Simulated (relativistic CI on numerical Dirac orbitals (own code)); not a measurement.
# Sensitivity of the levels of Ba²²⁺ to α and to the nuclear radius

These numbers are calculated, not measured: Dirac-Coulomb-Breit CI, KLI orbitals optimised for each configuration, derivatives by finite differences, unscaled Slater integrals, QED left out (own radial code, finite nucleus).

CI space (outside the closed core [Ar] 3d10): 4s2 4p4, 4s 4p5, 4s2 4p3 4d, 4p6, 4s 4p4 4d, 4s2 4p3 4f. Double excitations out of closed p, d and f shells are left out; levels of such configurations are missing from the list, as are those of other unlisted configurations, and high levels can miss mixing partners.

With x = (α/α₀)² − 1 an excitation energy changes as ω = ω₀ + qx; K = 2q/ω₀ is the relative enhancement. Terms are leading LS components, so labels can repeat. The field-shift factor is F = δν/δ⟨r²⟩ for the transition from the lowest level.

Lowest level 4s2 4p4 3P_2.

| Level | ω₀ (cm⁻¹) | q (cm⁻¹) | F (GHz/fm²) |
| --- | --- | --- | --- |
| 4s2 4p4 1S_0 | 49792 | 8335 | -1.06 |
| 4s2 4p4 3P_1 | 149221 | 175400 | -7.38 |
| 4s2 4p4 1D_2 | 175423 | 173800 | -7.26 |
| 4s2 4p4 3P_0 | 350491 | 344000 | -16.5 |
| 4s 4p5 3P°_2 | 606855 | 197700 | -217 |
| 4s 4p5 3P°_1 | 655878 | 197700 | -192 |
| 4s2 4p3 4d 3F°_2 | 741010 | 22310 | 3.07 |
| 4s2 4p3 4d 5D°_0 | 742927 | 124400 | -54 |
| 4s2 4p3 4d 5D°_3 | 749942 | 32770 | 4.11 |
| 4s2 4p3 4d 5D°_1 | 765856 | 77530 | -23.7 |
| 4s 4p5 3P°_0 | 766647 | 269700 | -157 |
| 4s2 4p3 4d 5D°_4 | 775387 | 60520 | 4.3 |
| 4s2 4p3 4d 5D°_2 | 801644 | 89430 | -5.06 |
| 4s 4p5 1P°_1 | 809423 | 309300 | -163 |
| 4s2 4p3 4d 3G°_3 | 837901 | 82000 | 2.76 |
| 4s2 4p3 4d 3D°_1 | 863076 | 118900 | 0.562 |
| 4s2 4p3 4d 3F°_2 | 874434 | 180500 | -2.62 |
| 4s2 4p3 4d 1S°_0 | 880733 | 187800 | -4.82 |
| 4s2 4p3 4d 3F°_3 | 888101 | 188600 | -2.26 |
| 4s2 4p3 4d 3D°_1 | 894401 | 149600 | -16.7 |
| 4s2 4p3 4d 3D°_3 | 903592 | 213200 | -2.21 |
| 4s2 4p3 4d 3G°_4 | 907930 | 204000 | -2.09 |
| 4s2 4p3 4d 3F°_4 | 919050 | 193500 | -1.98 |

At this charge energies of transitions that change n are usually good to better than 1 %, and those within a shell (Δn = 0) to a few per cent.

(1) Which transition from the lowest level has the largest |K|?

Answers

(1) 4s2 4p4 3P_1 at 149221 cm⁻¹, K = 2.35.
